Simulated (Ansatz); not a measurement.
CH5FGeOSi, SMILES `[OH][Ge]1([F])[CH2][SiH2]1`. The species carries charge 0 and has multiplicity 1. Correlated methods include outer-core shells of Ge, which these sets cover unevenly. Scalar relativity is left out up to krypton.

```xyz
10

O    -2.165   -0.952    0.118
Ge   -0.779    0.048    0.549
F    -0.971    0.527    2.211
C     0.969   -0.717    0.113
Si    0.827    0.958   -0.817
H    -2.981   -0.447    0.061
H     1.704   -0.759    0.915
H     0.983   -1.620   -0.494
H     0.705    0.902   -2.294
H     1.710    2.059   -0.362
```

Problem. Give the diagnostics of a CCSD(T)/def2-TZVPP run (frozen core, Ansatz 0.2.0). (Best estimate.)

Solution. The calculation gave: T1 = 0.0129, largest single amplitude 0.016, largest double 0.038, (T) share of the correlation energy 3.7 %, 10 CCSD cycles. The RHF solution is stable towards an unrestricted one. T1 lies under the customary mark of 0.02 for closed shells.
